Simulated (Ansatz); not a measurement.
Input file for Ansatz (a program for electronic structure): R-SVWN5/def2-TZVPP on CH4BBr (SMILES CBBr), a point of a torsion scan.

Ansatz 0.2 input:
```yaml
crystal:
  periodic: [false, false, false]
  atoms:
    - {symbol: C, position_ang: [-0.72709414, -0.12973664, -0.00436388]}
    - {symbol: B, position_ang: [0.68567060, 0.34612658, 0.48257727]}
    - {symbol: Br, position_ang: [0.92815573, 2.12164485, 1.00174990]}
    - {symbol: H, position_ang: [-1.04579833, 0.43688538, -0.88210433]}
    - {symbol: H, position_ang: [-1.49110420, 0.06450510, 0.75120604]}
    - {symbol: H, position_ang: [-0.77449877, -1.18530311, -0.25989909]}
    - {symbol: H, position_ang: [1.61779999, -0.36333912, 0.53681892]}
basis:
  gaussian:
    orbitals: def2-TZVPP
hamiltonian:
  xc: {name: SVWN5}
scf: {lower_state_search: off}
```

Output:

```
WARN ansatz: RAYON_NUM_THREADS=1 ignored (pool sized by the plan → 1); use --threads N
Functional definition: SVWN5
these checks for a lower state are left out or cut short: stability, starts, cluster_reference, orbital_swaps, neighbouring_geometries, increment
integrals: 0.07 GiB planned
961 factors; their error is unknown
mean field: 0.55 GiB planned
mean field evaluation 1: about -71699.3732 eV, gradient 7.2e1 eV
mean field evaluation 2: about -71676.3390 eV, gradient 1.1e2 eV
mean field evaluation 4: about -71711.2494 eV, gradient 8.6e0 eV
mean field evaluation 8: about -71711.3979 eV, gradient 3.9e-1 eV
mean field evaluation 16: about -71711.3981 eV, gradient 1.9e-5 eV
mean field -71711.39811428 eV, -2635.3452729685 hartree, gradient 1.9e-6 eV, S^2 0.000000; 0 other end points of the search recorded, 0 dependent functions left out
reference -71711.39814771 eV, -2635.3452741970 hartree; 25, 25 occupied and 141, 141 virtual orbitals, 961 factors
Total energy: -71711.39814771 eV, -2635.3452741970 hartree
Checks for a lower state left out: stability, starts, cluster_reference, orbital_swaps, neighbouring_geometries, increment
```

The run converged.

Cost: very roughly 1.1 core-seconds.
